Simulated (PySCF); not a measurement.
Compound: C8H9FS.
Atom-mapped SMILES: `[CH:1]#[C:2][C@@H:3]1[C@H:4]2[CH2:5][CH2:6][C@:7]1([SH:8])[C@@H:9]2[F:10]` (hydrogens: H11 on C1; H12 on C3; H13 on C4; H14, H15 on C5; H16, H17 on C6; H18 on S8; H19 on C9)

Theory: PBE0-D3(BJ)/def2-SVP geometry optimisation, gas phase in PySCF.

Problem. Give the optimised bond lengths and angles.

Solution. 
| bond | length (Å) |
| --- | --- |
| C1≡C2 | 1.211 |
| C2–C3 | 1.450 |
| C3–C4 | 1.561 |
| C4–C5 | 1.530 |
| C5–C6 | 1.551 |
| C6–C7 | 1.532 |
| C7–S8 | 1.795 |
| C7–C9 | 1.537 |
| C9–F10 | 1.363 |
| C3–C7 | 1.561 |
| C4–C9 | 1.534 |
| C1–H11 | 1.074 |
| C3–H12 | 1.102 |
| C4–H13 | 1.097 |
| C5–H14 | 1.100 |
| C5–H15 | 1.099 |
| C6–H16 | 1.099 |
| C6–H17 | 1.099 |
| S8–H18 | 1.351 |
| C9–H19 | 1.099 |

A selection of angles:
| angle | degrees |
| --- | --- |
| C2–C1–H11 | 179.7 |
| C1–C2–C3 | 178.6 |
| C2–C3–C4 | 116.6 |
| C2–C3–C7 | 116.7 |
| C2–C3–H12 | 110.0 |
| C4–C3–C7 | 82.3 |
| C4–C3–H12 | 115.0 |
| C7–C3–H12 | 114.0 |
| C3–C4–C5 | 101.8 |
| C3–C4–C9 | 85.2 |
| C3–C4–H13 | 120.7 |
| C5–C4–C9 | 102.0 |
| C5–C4–H13 | 118.8 |
| C9–C4–H13 | 121.9 |
| C4–C5–C6 | 99.4 |
| C4–C5–H14 | 112.0 |
| C4–C5–H15 | 111.4 |
| C6–C5–H14 | 113.1 |
| C6–C5–H15 | 112.4 |
| H14–C5–H15 | 108.4 |
| C5–C6–C7 | 99.5 |
| C5–C6–H16 | 112.7 |
| C5–C6–H17 | 113.9 |
| C7–C6–H16 | 111.0 |
| C7–C6–H17 | 111.1 |
| H16–C6–H17 | 108.5 |
| C6–C7–S8 | 119.0 |
| C6–C7–C9 | 102.1 |
| S8–C7–C9 | 123.6 |
| C3–C7–C6 | 101.5 |
| C3–C7–S8 | 118.9 |
| C3–C7–C9 | 85.1 |
| C7–S8–H18 | 95.1 |
| C7–C9–F10 | 116.9 |
| C7–C9–H19 | 112.9 |
| F10–C9–H19 | 109.4 |
| C4–C9–C7 | 84.0 |
| C4–C9–F10 | 117.7 |
| C4–C9–H19 | 114.2 |

Torsions: C2–C3–C4–C5 178° (antiperiplanar); C3–C4–C5–C6 44° (synclinal); C4–C5–C6–C7 0° (synperiplanar); C5–C6–C7–S8 -177° (antiperiplanar); C6–C7–C9–F10 53° (synclinal); C2–C3–C7–C6 -178° (antiperiplanar); C3–C4–C9–C7 -36° (synclinal); H18–S8–C7–C6 -52° (synclinal).

The 4-membered ring C3–C4–C9–C7 has internal angles of 82.3° to 85.2°; it is puckered, 0.25 Å rms from its mean plane, widest ring torsion 36°. The 5-membered ring C3–C4–C5–C6–C7 has internal angles of 82.3° to 101.8°; it is puckered, 0.33 Å rms from its mean plane, widest ring torsion 66°. Of the pairs four or more bonds apart, C2···H19 is among the closest relative to their van der Waals radii: 2.55 Å, 88 % of the sum of Bondi's values. The 5-membered ring C4–C5–C6–C7–C9 has internal angles of 84.0° to 102.1° (sum 487°, against 540° for a flat polygon); it is puckered, 0.31 Å rms from its mean plane, widest ring torsion 65°. The C–C distances run from 1.211 Å (C1≡C2, drawn triple) to 1.561 Å (C3–C4, drawn single), a spread of 0.350 Å.

Point group: C1 (no symmetry element, even within 0.4 Å). Whether it is a minimum is left open (no frequencies). The numbers are those of one conformer (C6–C7–S8–H -52°).

Cost: about 5 min of CPU time on one thread; the machine was shared, so the figure is rough. This is the geometry optimisation.
